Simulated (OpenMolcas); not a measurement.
**How basis sets differ on CH6BeSi (SMILES [CH3][Be][SiH3])**

CH6BeSi: 9 atoms, total charge 0, spin state singlet. As SMILES, `[CH3][Be][SiH3]`. Geometry: a GFN2-xTB relaxation, a rough one for these elements and not checked as a minimum.

Each level gives the HOMO–LUMO gap (eV). The values are calculated.

```tsv
level	kind	program	value (eV)
HF/STO-3G	Hartree–Fock	OpenMolcas	14.89
HF/3-21G	Hartree–Fock	OpenMolcas	12.76
HF/6-31+G* (spherical functions)	Hartree–Fock	OpenMolcas	11.50
HF/def2-SVP	Hartree–Fock	OpenMolcas	12.51
```

The values span 11.50 to 14.89 eV. A Hartree–Fock LUMO above zero doesn't converge with the basis: it sinks as sets grow more diffuse. Orbital gaps aren't excitation energies.
